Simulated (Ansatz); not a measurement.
Single points on MnF₂.

```yaml
crystal:
  periodic: [false, false, false]
  atoms:
    - {symbol: Mn, position_ang: [-0.003563, -0.002049, -0.000054]}
    - {symbol: F, position_ang: [-0.014615, -0.019293, 1.790531]}
    - {symbol: F, position_ang: [0.018178, 0.021342, -1.790478]}
basis:
  gaussian: {orbitals: def2-TZVP, initial_orbitals: start.molden}
magnetization: {spin_polarized: true, initial_magnetization: 5}
hamiltonian: {xc: pbe, dispersion: d4}
scf: {omitted_lower_state_checks: [starts]}
output: {forces: true, orbitals: {seedname: orbitals}}
```

The file start.molden holds the orbitals of an earlier run on this structure, at another level or in another basis.

```sh
$ ansatz run in.yaml --threads 4 --pin off --events-out ev --progress --plain --max-ram 3916MiB
```

Output, abridged:

```
Functional definition: PBE
754 factors; their error is unknown
mean field evaluation 1: about -36747.8972 eV, gradient 7.1e0 eV
mean field evaluation 2: about -36748.1182 eV, gradient 4.9e-1 eV
mean field evaluation 4: about -36748.1119 eV, gradient 3.5e-2 eV
mean field evaluation 8: about -36748.1119 eV, gradient 1.6e-5 eV
mean field -36748.11194368 eV, -1350.4682051653 hartree, gradient 1.1e-5 eV, S^2 8.759884; 0 other end points of the search recorded, 0 dependent functions left out
reference -36748.11198614 eV, -1350.4682067258 hartree; 24, 19 occupied and 83, 88 virtual orbitals, 754 factors
Total energy: -36748.14200369 eV, -1350.4693098502 hartree
Atom 0 at    -0.003563    -0.002049    -0.000054 Å, force     0.005870     0.003375     0.000092 eV/Å
Atom 1 at    -0.014615    -0.019293     1.790531 Å, force    -0.002877    -0.001616    -0.006393 eV/Å
Atom 2 at     0.018178     0.021342    -1.790478 Å, force    -0.002993    -0.001760     0.006301 eV/Å
Dipole moment:    -0.004651    -0.002675    -0.000073 e Å
Checks for a lower state left out: starts
```

Hardware: 4 threads of Arm Neoverse V2 on a shared host. Wall time 1.3 s.

As the first input, with `gaussian: {orbitals: def2-SVP, initial_orbitals: start.molden}`, `output: {orbitals: {seedname: orbitals}}` (abridged; 0.55 s):

```
Functional definition: PBE
mean field -36736.48075840 eV, -1350.0407669903 hartree, gradient 7.1e-6 eV, S^2 8.760136
Total energy: -36736.51084669 eV, -1350.0418727143 hartree
Checks for a lower state left out: starts
```

First input, but with `gaussian: {orbitals: def2-TZVPP, initial_orbitals: start.molden}`, `correlation: {method: ccsd_t}`, `scf: {omitted_lower_state_checks: [starts, cluster_reference]}`, `output: {orbitals: {seedname: orbitals}}` and without the key `hamiltonian` (abridged; 8 s):

```
Functional definition: HF
mean field -36706.07040571 eV, -1348.9232071416 hartree, gradient 1.8e-6 eV, S^2 8.762988
7 core orbitals not correlated: weight in the atoms' cores, before any rotation towards them, 1.000 or more for the frozen orbitals, at most 0.000 for the correlated occupied ones
second order -26.37579202 eV of doubles, -0.00000000 eV of singles
cycle   1  -25.66125002 eV  change    7.1e-1 eV  update   1.2e-1
cycle   2  -26.19290493 eV  change   -5.3e-1 eV  update   4.1e-2
cycle   3  -26.34322413 eV  change   -1.5e-1 eV  update   2.8e-2
cycle   4  -26.34726532 eV  change   -4.0e-3 eV  update   1.2e-2
cycle   5  -26.33317946 eV  change    1.4e-2 eV  update   5.1e-3
cycle   6  -26.34044810 eV  change   -7.3e-3 eV  update   1.9e-3
cycle   7  -26.34253240 eV  change   -2.1e-3 eV  update   6.9e-4
cycle   8  -26.34226769 eV  change    2.6e-4 eV  update   2.3e-4
cycle   9  -26.34220587 eV  change    6.2e-5 eV  update   8.6e-5
cycle  10  -26.34224586 eV  change   -4.0e-5 eV  update   2.9e-5
cycle  11  -26.34220249 eV  change    4.3e-5 eV  update   1.3e-5
cycle  12  -26.34221543 eV  change   -1.3e-5 eV  update   6.2e-6
perturbative correction -0.73331921 eV, -0.0269489837 hartree
Total energy: -36733.14594035 eV, -1349.9182146871 hartree
Checks for a lower state left out: starts, cluster_reference
```

The first input with `gaussian: {orbitals: 6-31G}`, `hamiltonian: {xc: {name: B3LYP}, dispersion: d4}`, `output: {orbitals: {seedname: orbitals}}` (abridged; 0.55 s):

```
Functional definition: B3LYP
mean field evaluation 16: about -36753.1098 eV, gradient 1.2e-5 eV
mean field -36753.10979941 eV, -1350.6518729756 hartree, gradient 9.8e-6 eV, S^2 8.760732
Total energy: -36753.15931612 eV, -1350.6536926813 hartree
Checks for a lower state left out: starts
```

The first input with `correlation: {method: mp2}`, `output: {orbitals: {seedname: orbitals}}` and without the key `hamiltonian` (abridged; 0.55 s):

```
Functional definition: HF
mean field -36705.96792633 eV, -1348.9194410939 hartree, gradient 1.2e-6 eV, S^2 8.763097
7 core orbitals not correlated: weight in the atoms' cores, before any rotation towards them, 1.000 or more for the frozen orbitals, at most 0.000 for the correlated occupied ones
second order -23.78925980 eV of doubles, -0.00000000 eV of singles
Total energy: -36729.75718613 eV, -1349.7936802668 hartree
Checks for a lower state left out: starts
```

As the first input, with `gaussian: {orbitals: 6-31G}`, `hamiltonian: {xc: hf}`, `output: {orbitals: {seedname: orbitals}}` (abridged; 0.2 s):

```
Functional definition: HF
mean field evaluation 16: about -36699.2502 eV, gradient 5.4e-5 eV
mean field -36699.25018421 eV, -1348.6725686245 hartree, gradient 5.4e-5 eV, S^2 8.764712
Total energy: -36699.25018421 eV, -1348.6725686245 hartree
Checks for a lower state left out: starts
```

The first input with `gaussian: {orbitals: def2-TZVPD, initial_orbitals: start.molden}`, `correlation: {method: ccsd_t}`, `scf: {omitted_lower_state_checks: [starts, cluster_reference]}`, `output: {orbitals: {seedname: orbitals}}` and without the key `hamiltonian` (abridged; 8.5 s):

```
Functional definition: HF
mean field -36706.09053851 eV, -1348.9239470086 hartree, gradient 1.6e-6 eV, S^2 8.762796
7 core orbitals not correlated: weight in the atoms' cores, before any rotation towards them, 1.000 or more for the frozen orbitals, at most 0.000 for the correlated occupied ones
second order -24.02258358 eV of doubles, -0.00000000 eV of singles
cycle   1  -23.29647774 eV  change    7.3e-1 eV  update   1.3e-1
cycle   2  -23.82963623 eV  change   -5.3e-1 eV  update   4.3e-2
cycle   3  -23.97685443 eV  change   -1.5e-1 eV  update   2.7e-2
cycle   4  -23.97885770 eV  change   -2.0e-3 eV  update   1.2e-2
cycle   5  -23.96537335 eV  change    1.3e-2 eV  update   4.9e-3
cycle   6  -23.97158633 eV  change   -6.2e-3 eV  update   1.9e-3
cycle   7  -23.97357089 eV  change   -2.0e-3 eV  update   6.8e-4
cycle   8  -23.97341779 eV  change    1.5e-4 eV  update   2.7e-4
cycle   9  -23.97335718 eV  change    6.1e-5 eV  update   9.7e-5
cycle  10  -23.97340830 eV  change   -5.1e-5 eV  update   3.5e-5
cycle  11  -23.97334554 eV  change    6.3e-5 eV  update   1.7e-5
cycle  12  -23.97335461 eV  change   -9.1e-6 eV  update   8.3e-6
perturbative correction -0.66792023 eV, -0.0245456158 hartree
Total energy: -36730.73181336 eV, -1349.8294971567 hartree
Checks for a lower state left out: starts, cluster_reference
```

Geometry: PBE0-D4/def2-TZVP.

The 6-31G sets use Cartesian d functions. B3LYP takes the VWN-RPA correlation. Correlated methods freeze 7 core orbitals; core or outer-core shells of Mn are correlated, in sets that lack core-valence functions.
